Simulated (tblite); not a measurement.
Species: C3H9BFO2 (charge -1).
SMILES with atom numbers: `[CH3:1][CH2:2][O:3][B@@H-:4]([F:5])[O:6][CH3:7]` (hydrogens: H8, H9, H10 on C1; H11, H12 on C2; H13 on B4; H14, H15, H16 on C7)

Computed with GFN2-xTB (tblite), gas phase: L-BFGS steps from a force-field or distance-geometry start until the largest atomic force falls under 0.01 eV/Å.

Step 5: E = -691.9099 eV
```
atom  x, y, z in Å  |  force x, y, z in eV/Å
C1     -2.4220   -0.7752    0.4894   -0.015  -0.010   0.026
C2     -1.4306    0.1997   -0.1338    0.136   0.043   0.015
O3     -0.1795    0.0628    0.4326    0.000  -0.070  -0.019
B4      0.8215    1.0361   -0.0916   -0.017  -0.032  -0.116
F5      0.5529    2.3154    0.4574    0.104   0.033   0.057
O6      2.1850    0.6215    0.2942   -0.039  -0.013  -0.056
C7      2.6288   -0.4644   -0.4339    0.001   0.010   0.065
H8     -2.0686   -1.7916    0.3479   -0.008  -0.091   0.014
H9     -3.3982   -0.6594    0.0230   -0.071  -0.032   0.002
H10    -2.5021   -0.5794    1.5538   -0.024  -0.020   0.071
H11    -1.3789    0.0145   -1.2241   -0.018   0.000  -0.124
H12    -1.8062    1.2282   -0.0095   -0.057   0.111   0.025
H13     0.7143    1.1163   -1.3292    0.008   0.065  -0.010
H14     3.6332   -0.7458   -0.0928    0.022   0.050   0.066
H15     1.9632   -1.3313   -0.3181   -0.022  -0.060   0.021
H16     2.6795   -0.2384   -1.5138    0.001   0.017  -0.037
```

Step 6: E = -691.9128 eV
```
atom  x, y, z in Å  |  force x, y, z in eV/Å
C1     -2.4227   -0.7759    0.4898   -0.017  -0.020   0.034
C2     -1.4292    0.2004   -0.1336    0.068   0.020   0.011
O3     -0.1782    0.0617    0.4317   -0.016  -0.038  -0.076
B4      0.8220    1.0346   -0.0983   -0.007   0.011   0.006
F5      0.5608    2.3128    0.4609    0.075   0.027   0.018
O6      2.1830    0.6214    0.2946   -0.037  -0.021  -0.099
C7      2.6296   -0.4636   -0.4316   -0.011  -0.024   0.027
H8     -2.0704   -1.7949    0.3505   -0.015  -0.030   0.004
H9     -3.4014   -0.6618    0.0238   -0.010  -0.028   0.024
H10    -2.5030   -0.5820    1.5561   -0.020  -0.012   0.019
H11    -1.3795    0.0187   -1.2252   -0.016  -0.023  -0.107
H12    -1.8057    1.2303   -0.0116   -0.044   0.078   0.052
H13     0.7133    1.1212   -1.3346    0.011   0.048   0.011
H14     3.6345   -0.7419   -0.0874   -0.003   0.039   0.037
H15     1.9630   -1.3314   -0.3203    0.003  -0.057   0.055
H16     2.6764   -0.2406   -1.5132    0.040   0.030  -0.015
```

Step 7: E = -691.9143 eV
```
atom  x, y, z in Å  |  force x, y, z in eV/Å
C1     -2.4232   -0.7766    0.4904   -0.004  -0.015   0.021
C2     -1.4278    0.2013   -0.1336   -0.015   0.003  -0.014
O3     -0.1775    0.0605    0.4301   -0.014  -0.009  -0.094
B4      0.8220    1.0342   -0.1016    0.001   0.031   0.054
F5      0.5658    2.3120    0.4629    0.055   0.015   0.002
O6      2.1813    0.6211    0.2931   -0.026  -0.015  -0.089
C7      2.6298   -0.4638   -0.4303   -0.014  -0.040  -0.011
H8     -2.0716   -1.7971    0.3518   -0.018   0.007   0.002
H9     -3.4032   -0.6634    0.0245    0.023  -0.023   0.034
H10    -2.5038   -0.5835    1.5576   -0.015  -0.009  -0.009
H11    -1.3801    0.0203   -1.2276   -0.020  -0.018  -0.053
H12    -1.8063    1.2326   -0.0116   -0.019   0.025   0.054
H13     0.7131    1.1244   -1.3368    0.007   0.041   0.013
H14     3.6351   -0.7393   -0.0841   -0.017   0.032   0.023
H15     1.9629   -1.3325   -0.3203    0.022  -0.047   0.062
H16     2.6757   -0.2411   -1.5131    0.053   0.020   0.006
```

Problem. Estimate the geometry and energy of step 8. (The exact step hangs on the optimiser's Hessian estimate; all steps are aligned on step 7, rigid shifts and turns removed.)

Solution. E = -691.9156 eV, largest force 0.094 eV/Å
```
atom  x, y, z in Å  |  force x, y, z in eV/Å
C1     -2.4235   -0.7774    0.4913    0.011  -0.002   0.001
C2     -1.4271    0.2021   -0.1342   -0.085  -0.010  -0.039
O3     -0.1771    0.0591    0.4268   -0.010   0.016  -0.091
B4      0.8220    1.0344   -0.1035    0.006   0.039   0.056
F5      0.5713    2.3118    0.4647    0.034   0.009  -0.001
O6      2.1794    0.6206    0.2901   -0.004  -0.004  -0.051
C7      2.6296   -0.4648   -0.4296   -0.010  -0.041  -0.039
H8     -2.0729   -1.7989    0.3529   -0.015   0.032   0.001
H9     -3.4043   -0.6653    0.0259    0.037  -0.017   0.036
H10    -2.5048   -0.5849    1.5590   -0.007  -0.005  -0.024
H11    -1.3811    0.0212   -1.2306   -0.031  -0.003   0.008
H12    -1.8072    1.2351   -0.0104    0.007  -0.034   0.045
H13     0.7131    1.1280   -1.3383    0.000   0.039   0.011
H14     3.6353   -0.7364   -0.0808   -0.025   0.022   0.012
H15     1.9633   -1.3345   -0.3189    0.036  -0.035   0.057
H16     2.6762   -0.2412   -1.5129    0.057  -0.004   0.018
```

The energy changes by -0.0013 eV. The first-order estimate −F·Δx gives -0.0018 eV and the mean of the old and new forces, exact on a quadratic surface, -0.0013 eV. The step makes an angle of 48° with the force vector and moves no atom by more than 0.006 Å.

What follows is the cost of the whole relaxation. Time: 0.37 s. Hardware: an Arm Neoverse V2 with one thread, on a shared host.
